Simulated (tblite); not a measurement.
Compound: C5H14GeS.
SMILES with atom numbers: `[CH3:1][CH2:2][CH2:3][CH2:4][GeH2:5][S:6][CH3:7]` (hydrogens: H8, H9, H10 on C1; H11, H12 on C2; H13, H14 on C3; H15, H16 on C4; H17, H18 on Ge5; H19, H20, H21 on C7)

Computed with GFN2-xTB (tblite), gas phase: L-BFGS steps from a force-field or distance-geometry start until the largest atomic force falls under 0.01 eV/Å.

The end geometry, which sets the zero of energy:
```
atom  x, y, z in Å
C1     -2.9415   -0.8038   -0.6463
C2     -1.6700   -0.5240    0.1434
C3     -1.5374    0.9491    0.5125
C4     -0.2484    1.2346    1.2737
Ge5     1.3963    0.8571    0.2217
S6      2.2164   -1.1434    0.7218
C7      3.7194   -1.1206   -0.3114
H8     -2.9526   -0.2265   -1.5687
H9     -3.8200   -0.5332   -0.0638
H10    -3.0088   -1.8589   -0.9006
H11    -1.6616   -1.1260    1.0550
H12    -0.8000   -0.8187   -0.4538
H13    -2.3923    1.2481    1.1260
H14    -1.5603    1.5519   -0.3997
H15    -0.2231    2.2826    1.5768
H16    -0.2150    0.6344    2.1844
H17     2.5022    1.8737    0.4729
H18     1.1564    0.9320   -1.2790
H19     3.4470   -1.0439   -1.3598
H20     4.3543   -0.2879   -0.0231
H21     4.2302   -2.0595   -0.1279
```

Problem. These geometries come from the run, each turned onto the end geometry. Order them by energy, lowest first.
A.
```
atom  x, y, z in Å
C1     -3.1208   -0.6529   -0.6257
C2     -1.7715   -0.5041    0.0643
C3     -1.5451    0.9189    0.5606
C4     -0.1925    1.0846    1.2410
Ge5     1.3598    0.6752    0.0654
S6      2.3362   -1.2175    0.6821
C7      3.9399   -1.0150   -0.1657
H8     -3.1978    0.0378   -1.4641
H9     -3.9306   -0.4420    0.0702
H10    -3.2506   -1.6634   -1.0054
H11    -1.7090   -1.1970    0.9060
H12    -0.9719   -0.7629   -0.6391
H13    -2.3382    1.1872    1.2647
H14    -1.6095    1.6029   -0.2897
H15    -0.0774    2.1118    1.5928
H16    -0.1341    0.4351    2.1161
H17     2.4514    1.7340    0.1503
H18     0.9970    0.6399   -1.4132
H19     3.8429   -1.3110   -1.2066
H20     4.2667    0.0194   -0.0933
H21     4.6463   -1.6638    0.3434
```
B.
```
atom  x, y, z in Å
C1     -3.0332   -0.7341   -0.6422
C2     -1.7257   -0.5248    0.1122
C3     -1.5343    0.9334    0.5132
C4     -0.2311    1.1550    1.2685
Ge5     1.3991    0.7892    0.1866
S6      2.3397   -1.1256    0.7996
C7      3.8245   -1.0637   -0.2611
H8     -3.0622   -0.1295   -1.5479
H9     -3.8758   -0.4435   -0.0160
H10    -3.1505   -1.7791   -0.9208
H11    -1.7141   -1.1534    1.0069
H12    -0.8812   -0.8345   -0.5143
H13    -2.3739    1.2462    1.1411
H14    -1.5423    1.5566   -0.3855
H15    -0.1819    2.1888    1.6106
H16    -0.2057    0.5169    2.1527
H17     2.4624    1.8675    0.3433
H18     1.1407    0.7505   -1.3132
H19     3.5284   -1.1129   -1.3056
H20     4.3869   -0.1537   -0.0692
H21     4.4214   -1.9324   -0.0046
```
C.
```
atom  x, y, z in Å
C1     -3.2068   -0.5926   -0.6016
C2     -1.8761   -0.5387    0.1388
C3     -1.5316    0.8810    0.5766
C4     -0.1458    0.9630    1.2040
Ge5     1.3374    0.6782   -0.0992
S6      2.3005   -1.3101    0.1842
C7      4.0697   -0.9629   -0.1104
H8     -3.1717    0.0397   -1.4859
H9     -4.0128   -0.2427    0.0399
H10    -3.4350   -1.6079   -0.9152
H11    -1.9098   -1.1889    1.0170
H12    -1.0782   -0.9106   -0.5142
H13    -2.2813    1.2281    1.2950
H14    -1.5725    1.5431   -0.2944
H15    -0.0054    1.9478    1.6521
H16    -0.0541    0.2243    2.0016
H17     2.4626    1.6897    0.0770
H18     0.8690    0.8907   -1.5313
H19     4.3702   -1.4234   -1.0453
H20     4.2365    0.1080   -0.1474
H21     4.6263   -1.3986    0.7128
```
D.
```
atom  x, y, z in Å
C1     -3.0956   -0.6889   -0.6278
C2     -1.7469   -0.4974    0.0513
C3     -1.5441    0.9364    0.5270
C4     -0.2182    1.1107    1.2570
Ge5     1.3870    0.7426    0.1362
S6      2.3986   -1.1051    0.8312
C7      3.9037   -1.0531   -0.1989
H8     -3.1982   -0.0058   -1.4680
H9     -3.9062   -0.4949    0.0724
H10    -3.1967   -1.7064   -0.9964
H11    -1.6684   -1.1713    0.9071
H12    -0.9455   -0.7558   -0.6486
H13    -2.3617    1.2067    1.2018
H14    -1.5827    1.6156   -0.3292
H15    -0.1367    2.1304    1.6391
H16    -0.1884    0.4390    2.1169
H17     2.4152    1.8672    0.1935
H18     1.0781    0.6163   -1.3482
H19     3.6494   -1.2505   -1.2366
H20     4.3899   -0.0861   -0.1023
H21     4.5585   -1.8324    0.1766
```
E.
```
atom  x, y, z in Å
C1     -3.2970   -0.5600   -0.5694
C2     -1.8662   -0.5054   -0.0140
C3     -1.5315    0.8408    0.6221
C4     -0.1113    0.8678    1.1714
Ge5     1.3453    0.6688   -0.1780
S6      2.3213   -1.3188    0.0143
C7      4.1087   -0.9054   -0.0215
H8     -3.3021   -0.5294   -1.6565
H9     -3.8835    0.2841   -0.2103
H10    -3.8020   -1.4695   -0.2521
H11    -1.7277   -1.2814    0.7416
H12    -1.1405   -0.7042   -0.8114
H13    -2.2292    1.0310    1.4428
H14    -1.6635    1.6383   -0.1134
H15     0.0564    1.8030    1.7045
H16     0.0110    0.0602    1.8936
H17     2.4717    1.6640    0.0673
H18     0.8776    0.9378   -1.5983
H19     4.5609   -1.4189   -0.8634
H20     4.2438    0.1662   -0.1237
H21     4.5490   -1.2517    0.9085
```

Solution. B (0.005 eV), D (0.012 eV), A (0.022 eV), C (0.056 eV), E (0.175 eV).

In the order of the answer:

```csv
step,E above end (eV),largest force (eV/Å),rms force component (eV/Å),rms distance from end (Å),rms bond change (Å),bond most changed (Å)
149,0.005,0.06,0.021,0.126,0.001,C4–Ge5 +0.002
112,0.012,0.03,0.012,0.237,0.001,C4–Ge5 +0.004
98,0.022,0.05,0.016,0.305,0.001,Ge5–S6 -0.002
68,0.056,0.06,0.019,0.485,0.002,Ge5–S6 +0.008
27,0.175,0.12,0.031,0.658,0.004,C1–C2 +0.013
```

What follows is the cost of the whole relaxation. The run took 2.8 s wall on an Arm Neoverse N1 with one thread, shared host with 64 logical CPUs at a one-minute load of 61.
